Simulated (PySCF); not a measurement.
Vinylcyanodiacetylene, C7H3N.
SMILES: `C=CC#CC#CC#N`

Computed, not measured: PBE0/pcSseg-1 in PySCF (dipole) on a GFN2-xTB geometry, gas phase.

Take the most abundant isotopes and a rigid rotor. 

Question: Give the principal moments of inertia and the rotational constants in MHz.

Answer: Ia = 14.10, Ib = 875.81, Ic = 889.91 u·Å²; 505379 MHz·u·Å²/I gives A = 35852, B = 577.0, C = 567.9 MHz.

Question: Classify the top.

Answer: A near-prolate asymmetric top: κ = (2 × 577.0 − 35852 − 567.9)/(35852 − 567.9) = -1.00.

Question: What does the inertial defect say?

Answer: Planar: Δ = Ic − Ia − Ib = 0.00 u·Å². For a rigid frame Δ = −2 Σ m c², so it vanishes when all atoms lie in the ab plane; here none is more than 0.01 Å from it.

Question: Which types of transition are allowed, and where do some lines up to J = 3 fall?

Answer: The dipole components are |μa| = 6.18 D, |μb| = 0.10 D, |μc| = 0.00 D; the mirror of this Cs structure is the ab plane, so μc vanishes by symmetry and there are no c-type lines. Intensities carry the squares of the components, which stand as 1.00 : 0.00 (a : b). Some lines, for components of 0.1 D or more:

| type | branch | J(Ka,Kc) | MHz | lower level (cm⁻¹) |
| --- | --- | --- | --- | --- |
| a | R | 1(0,1) ← 0(0,0) | 1145 | 0.000 |
| a | R | 2(1,2) ← 1(1,1) | 2281 | 1.215 |
| a | R | 2(0,2) ← 1(0,1) | 2290 | 0.038 |
| a | R | 2(1,1) ← 1(1,0) | 2299 | 1.215 |
| a | R | 3(1,3) ← 2(1,2) | 3421 | 1.291 |
| a | R | 3(0,3) ← 2(0,2) | 3435 | 0.115 |
| a | R | 3(2,2) ← 2(2,1) | 3435 | 4.822 |
| a | R | 3(2,1) ← 2(2,0) | 3435 | 4.822 |
| a | R | 3(1,2) ← 2(1,1) | 3449 | 1.292 |

Question: Estimate the classical rotational partition function at 25 K, 298.15 K and 500 K.

Answer: Point group Cs, symmetry number σ = 1; q = (√π/σ)·√((kT/h)³/(ABC)), k/h = 20836.6 MHz/K: 6150 at 25 K, 253000 at 298.15 K, 550000 at 500 K.

Not checked by GFN2-xTB frequencies. No vibrational averaging or centrifugal distortion is included, and the geometry carries the error of its method. Quadrupole hyperfine structure (14N) is left out.

On one thread of an x86-64 server, shared host, this took 15 s wall. This is the PBE0/pcSseg-1 job that gave the dipole, with the shieldings it also computed.
